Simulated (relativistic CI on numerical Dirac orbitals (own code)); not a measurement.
# Radial parameters of Pr³³⁺

Method of calculation: Dirac-Coulomb-Breit CI, separate exchange-only KLI orbitals for each configuration, QED by a radiative potential, unscaled Slater integrals (own radial code, finite nucleus).

Slater integrals F^k, G^k are unscaled and averaged over j, outside the closed core [Ne]; ζ comes from projecting the Hamiltonian with its Breit term on Σ l·s of the shell.

- 3s²3p⁶3d⁸: F^2(3d,3d) = 432530, F^4(3d,3d) = 278440, ζ(3d) = 70815 cm⁻¹; <r>(3d) = 0.2344, <r^2>(3d) = 0.06406 (bohr units).
- 3s²3p⁵3d⁹: ζ(3p) = 551500, F^2(3p,3d) = 381600, G^1(3p,3d) = 417180, G^3(3p,3d) = 275130, ζ(3d) = 70048 cm⁻¹; <r>(3p) = 0.2598, <r^2>(3p) = 0.07805, <r>(3d) = 0.2348, <r^2>(3d) = 0.0643 (bohr units).
- 3s²3p⁴3d¹⁰: F^2(3p,3p) = 380480, ζ(3p) = 551100 cm⁻¹; <r>(3p) = 0.26, <r^2>(3p) = 0.07821 (bohr units).

**Question.** Give the Racah parameters of the d shell in 3s²3p⁶3d⁸.

**Answer.** B = F²/49 − 5F⁴/441 = 5670 cm⁻¹ and C = 35F⁴/441 = 22098 cm⁻¹.

Averages of the first 10 configurations, taken without configuration mixing, which lowers the lowest level and can move excited configurations by several eV; other configurations of the list can lie among them:

| Configuration | Parity | States | Average energy above the lowest level (eV) |
| --- | --- | --- | --- |
| 3s²3p⁶3d⁸ | even | 45 | 22.7 |
| 3s²3p⁵3d⁹ | odd | 60 | 340.4 |
| 3s²3p⁴3d¹⁰ | even | 15 | 663.9 |
| 3s3p⁶3d⁹ | even | 20 | 573.0 |
| 3p⁶3d¹⁰ | even | 1 | 1131.3 |
| 3s3p⁵3d¹⁰ | odd | 12 | 889.2 |
| 3s²3p⁶3d⁷4s | even | 240 | 905.9 |
| 3s²3p⁶3d⁷4p | odd | 720 | 991.2 |
| 3s²3p⁶3d⁷4d | even | 1200 | 1105.6 |
| 3s²3p⁴3d⁹4s | even | 300 | 1533.7 |
